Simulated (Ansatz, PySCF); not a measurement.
This PySCF input computes a B3LYP/def2-TZVPD energy:

```python
from pyscf import gto, scf, dft

mol = gto.M(
    atom='''
    Mg   -0.68723302   -0.39657879   -0.55185533
    C     0.82702117    0.47724577    0.66410668
    H     1.35091169   -0.29807269    1.22862997
    H     0.38288599    1.18534381    1.36810077
    H     1.55087151    1.00819971    0.04089311
    ''',
    basis='def2-tzvpd',
    charge=0,
    spin=1,
    verbose=4,
)

mf = dft.UKS(mol, xc='b3lyp').density_fit(auxbasis='def2-universal-jkfit')
mf.grids.level = 3
mf.conv_tol = 1e-9
mf.max_cycle = 100
mf.max_memory = 1500
mf.kernel()
if not mf.converged:
    mf = mf.newton()
    mf.kernel(mf.make_rdm1())
for _ in range(2):
    mo, _, stable, _ = mf.stability(return_status=True)
    if stable:
        break
    mf.kernel(mf.make_rdm1(mo, mf.mo_occ))
mf.analyze()
```

Task: Write an input for the same energy in Ansatz (a program for electronic structure) and say what it gives.

Result: 
Ansatz 0.2 input:
```yaml
crystal:
  periodic: [false, false, false]
  atoms:
    - {symbol: Mg, position_ang: [-0.68723302, -0.39657879, -0.55185533]}
    - {symbol: C, position_ang: [0.82702117, 0.47724577, 0.66410668]}
    - {symbol: H, position_ang: [1.35091169, -0.29807269, 1.22862997]}
    - {symbol: H, position_ang: [0.38288599, 1.18534381, 1.36810077]}
    - {symbol: H, position_ang: [1.55087151, 1.00819971, 0.04089311]}
basis:
  gaussian:
    orbitals: def2-TZVPD
hamiltonian:
  xc: {name: B3LYP}
magnetization: {spin_polarized: true, initial_magnetization: 1}
output: {forces: true}
```
It gives -239.98855 Eh, and PySCF -239.98859 Eh, a difference of 0.04 mEh, from the treatment of integrals and grids.

It need not be the lowest isomer of its formula.
